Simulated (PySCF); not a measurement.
C₃H₆AlFO. Atoms are numbered in the order given.

```xyz
12

Al     0.3864     0.5583     0.5353
C     -0.1229    -1.3193     0.4922
C     -1.1036    -1.3517    -0.6469
C     -0.8052    -1.5369    -1.9419
H     -0.5798    -1.6499     1.4369
H      0.7641    -1.9389     0.2841
H     -2.1481    -1.1421    -0.3810
H      0.2188    -1.7438    -2.2715
H     -1.5781    -1.4986    -2.7133
F      1.7658     1.0725    -0.2525
O     -0.6141     1.7064     1.2833
H     -0.4886     2.6595     1.2723
```
Charge 0, spin multiplicity 1.

Coordinates come from a B3LYP-D3(BJ)/def2-SVP optimisation. The values are those of a single conformer.

The numbers are results of IEF-PCM-ωB97X/def2-SVP (PySCF), not measurements.

The values are the electrostatic part of the solvation free energy, E(continuum) − E(gas) at the gas-phase geometry, in a cavity of scaled van der Waals radii (PySCF's table); cavitation and dispersion terms are not included. A continuum can't describe solvent molecules that bind to the metal. In vacuum the orbital gap is 10.97 eV. The dipole moment in vacuum is 0.88 D.

```json
[
 {"solvent": "water", "ε": "78.36", "ΔG(elec) (kcal/mol)": "-8.0", "dipole (D)": "1.12", "gap (eV)": "11.12"},
 {"solvent": "chloroform", "ε": "4.71", "ΔG(elec) (kcal/mol)": "-5.7", "dipole (D)": "1.05", "gap (eV)": "11.07"},
 {"solvent": "dimethylsulfoxide", "ε": "46.83", "ΔG(elec) (kcal/mol)": "-7.9", "dipole (D)": "1.12", "gap (eV)": "11.12"}
]
```
